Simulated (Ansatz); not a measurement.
Basis-set extrapolation for `OBCCCl` (PBE0-D4/def2-TZVP geometry, frozen core, Ansatz). Multiplicity 1, RHF reference.

```
                      def2-TZVPP   def2-QZVPP
                 HF  -638.418397  -638.439652
    MP2 correlation    -0.875850    -0.943467
CCSD(T) correlation    -0.959559      not run
```

Energies in hartree. Use E(X) = E(∞) + A·exp(−7.88·√X) for Hartree–Fock and E(X) = E(∞) + B·X^(−2.97) for correlation, with X = 3 and 4, and add CCSD(T) minus MP2 of the smaller set to the MP2 limit.

Task: What is the CCSD(T) energy at the basis-set limit?

Result: HF limit: -638.439652 + (-0.021255) × 0.13774 = -638.44258. MP2 limit: -0.943467 + (-0.067617) × 0.74074 = -0.99355. Higher-order term: -0.959559 − (-0.875850) = -0.08371. Total: -639.51984 hartree, 372.5 kJ/mol below CCSD(T)/def2-TZVPP.
